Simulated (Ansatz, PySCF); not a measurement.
Stretching the Si2–O1 bond in H4OSi (SMILES O[SiH3]) (multiplicity 1 held, fragments rigid). Energies count from the point at 1.653 Å.
Geometry at that point (charge 0, multiplicity 1):
```json
[
 {"atom": "O", "x (Å)": "1.0387", "y (Å)": "-0.3347", "z (Å)": "-0.2562"},
 {"atom": "Si", "x (Å)": "-0.5088", "y (Å)": "0.1297", "z (Å)": "0.0921"},
 {"atom": "H", "x (Å)": "1.7621", "y (Å)": "0.0911", "z (Å)": "0.2094"},
 {"atom": "H", "x (Å)": "-0.8430", "y (Å)": "-0.1066", "z (Å)": "1.5186"},
 {"atom": "H", "x (Å)": "-1.3792", "y (Å)": "-0.6922", "z (Å)": "-0.7709"},
 {"atom": "H", "x (Å)": "-0.7258", "y (Å)": "1.5694", "z (Å)": "-0.1959"}
]
```

R- and RO- levels are restricted; in cc, def2 and unpolarised 6-31G sets they are followed outwards from rest. Active spaces are followed from a long bond inwards. Curves can end on different states.

Correlated levels freeze the cores. Rows in 6-31G* carry no dispersion term and start afresh at each structure (6-31G* with six Cartesian d functions). MP2/6-31G* freezes PySCF's default core.

Programs: Ansatz (Gaussian orbitals); PySCF for 6-31G* rows. Values without a source in brackets are computed.

Energies in kcal/mol.

| R (Å) | R-PBE/cc-pV(T+d)Z | R-MP2/6-31G* | R-CCSD(T)/cc-pV(T+d)Z | FIC-NEVPT4(SD) on CASSCF(4,3)/cc-pV(T+d)Z | FIC-MRCISD+Q on CASSCF(4,3)/cc-pV(T+d)Z |
|---|---|---|---|---|---|
| 1.322 | 77.2 | 85.2 | 75.6 | 75.1 | 75.1 |
| 1.488 | 14.4 | 16.7 | 13.1 | 12.7 | 13.0 |
| 1.653 | 0.0 | 0.0 | 0.0 | 0.0 | 0.0 |
| 1.818 | 6.3 | 6.1 | 7.9 | 8.2 | 8.3 |
| 1.983 | 20.5 | 21.5 | 24.1 | 24.1 | 24.6 |
| 2.231 | 45.3 | 49.0 | 51.7 | 51.6 | 52.2 |
| 2.479 | 68.0 | 74.7 | 76.5 | 76.6 | 77.1 |
| 2.892 | 96.8 | 107.6 | 105.0 | 105.4 | 105.4 |
| 3.306 | 115.8 | 127.9 | 115.2 | 117.8 | 117.5 |
| 3.801 | 129.6 | 138.6 | 108.5 | 122.4 | 122.0 |
| 4.463 | 139.2 | 135.3 | 92.0 | 123.8 | 123.3 |
| 5.289 | 144.3 | 115.5 | 80.3 | 124.2 | 123.7 |

Doubts at one or more of the structures used: a restricted determinant that unrestricted orbitals would lower (R-PBE/cc-pV(T+d)Z, R-MP2/6-31G*, R-CCSD(T)/cc-pV(T+d)Z); other coupled-cluster roots lie near (R-CCSD(T)/cc-pV(T+d)Z); T1 above 0.05 (R-CCSD(T)/cc-pV(T+d)Z); active orbitals that take no part (FIC-NEVPT4(SD) on CASSCF(4,3)/cc-pV(T+d)Z, FIC-MRCISD+Q on CASSCF(4,3)/cc-pV(T+d)Z).

Ansatz is a first-principles code.
